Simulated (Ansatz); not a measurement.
Isolated molecules relaxed with PBE0-D4/def2-TZVP in Ansatz; ΔE leaves out vibrations. CCSD(T)/CBS adds triple-zeta CCSD(T) − MP2 to the extrapolated MP2 energy (def2 sets, frozen cores). Functionals use def2-TZVPP. HSE06 is defined as in plane-wave codes. def2 core potentials past Kr. For Ga, Sn outer-core shells are correlated without core-valence functions, which leaves a few kJ/mol of doubt a bond. Scalar relativity is left out up to krypton. Each species was taken in one conformer, which may not be the lowest.

Reaction (redistribution): `[SiH3][O][GaH][SH]` + `[F][Sn][Cl]` → `[F][GaH][O][SiH3]` + `[SH][Sn][Cl]`

```
           level  ΔE (kJ/mol)  difference from CCSD(T)/CBS
         ωB97M-V         10.3                         -0.2
          r2SCAN          7.9                         -2.6
            PBE0          6.9                         -3.6
         r2SCAN0          5.4                         -5.1
           HSE06          6.3                         -4.2
    MP2/def2-SVP         -6.4                        -16.9
CCSD(T)/def2-SVP         -6.3                        -16.8
  MP2/def2-TZVPP          0.8                         -9.7
 CCSD/def2-TZVPP          3.3                         -7.2
   HF/def2-QZVPP          0.6                         -9.9
     CCSD(T)/CBS         10.5                            0
```

Largest T1 diagnostic among the species: 0.016.

Leaving LDA and LC-ωPBE aside and taking each functional with its dispersion term where it has one, the values, not all of them listed here, spread over 10.7 kJ/mol, from PBE-QIDH to B97M-V. From BLYP to BHLYP (50 % exact exchange), in def2-TZVPP and without D4, ΔE moves by −3.3 kJ/mol. At CCSD(T), def2-SVP lies −16.8 kJ/mol from the extrapolated value and def2-TZVPP −6.9 kJ/mol.
